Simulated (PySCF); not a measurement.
ScCl2, SMILES [Cl][Sc+][Cl], charge +1. Atoms are numbered in the order given.

```xyz
3

Sc     0.0000     0.0000     0.7262
Cl     0.0000     1.8385    -0.4485
Cl     0.0000    -1.8385    -0.4485
```
Charge +1, spin multiplicity 1.

The structure is a stationary point at PBE0-D3(BJ)/def2-TZVP. The spin state was assumed, not searched. The isomer is the one that the SMILES or the coordinates give; other isomers of the formula were not compared.

Calculation: HF/def2-TZVPD (PySCF).

Symmetry labels are those of the subgroup C2v that the program uses (full group C2v).

Problem. List the valence orbital energies around the gap with their symmetry. (Estimate from the structure and the level; the computed values follow.)

Solution. 
| orbital | symmetry | energy (eV) |
|---|---|---|
| HOMO−7 | A1 | -34.26 |
| HOMO−6 | B2 | -34.01 |
| HOMO−5 | A1 | -19.20 |
| HOMO−4 | B2 | -18.83 |
| HOMO−3 | A1 | -18.22 |
| HOMO−2 | A2 | -17.96 |
| HOMO−1 | B1 | -17.89 |
| HOMO | B2 | -17.47 |
| LUMO | A1 | -5.99 |
| LUMO+1 | B1 | -4.70 |
| LUMO+2 | A1 | -4.68 |
| LUMO+3 | B2 | -4.15 |
